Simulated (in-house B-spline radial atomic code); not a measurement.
Spin-orbit splittings of orbital energies (j = l + 1/2 less j = l - 1/2) and ratios of mean radii (lower j over upper j) along the 17-electron series, configuration [Ne] 3s2 3p5. Computed with an all-electron radial atomic-structure program (B-spline basis): Dirac-Hartree-Fock, average of the configuration, finite nuclei.

```json
{"ion": "Cl", "Z": "17", "splitting of 2p (eV)": "1.7603", "radius ratio of 2p": "0.99453", "splitting of 3p (eV)": "0.14123", "radius ratio of 3p": "0.995"}
{"ion": "Ar+", "Z": "18", "splitting of 2p (eV)": "2.3095", "radius ratio of 2p": "0.99391", "splitting of 3p (eV)": "0.21573", "radius ratio of 3p": "0.99528"}
{"ion": "K2+", "Z": "19", "splitting of 2p (eV)": "2.9809", "radius ratio of 2p": "0.99326", "splitting of 3p (eV)": "0.31553", "radius ratio of 3p": "0.99521"}
{"ion": "Ca3+", "Z": "20", "splitting of 2p (eV)": "3.7918", "radius ratio of 2p": "0.99257", "splitting of 3p (eV)": "0.44444", "radius ratio of 3p": "0.99499"}
{"ion": "Sc4+", "Z": "21", "splitting of 2p (eV)": "4.7607", "radius ratio of 2p": "0.99184", "splitting of 3p (eV)": "0.60697", "radius ratio of 3p": "0.9947"}
{"ion": "Ti5+", "Z": "22", "splitting of 2p (eV)": "5.9075", "radius ratio of 2p": "0.99107", "splitting of 3p (eV)": "0.8081", "radius ratio of 3p": "0.99436"}
```

Task: With what power of Z does the column «splitting of 2p (eV)» change over this range?

Result: A fit of the logarithm of its size against log Z from Z = 17 to 22 has slope 4.70. An unscreened hydrogenic electron would give 4 at low Z; screening makes the apparent power larger near the neutral end, and relativity raises it again at high Z.
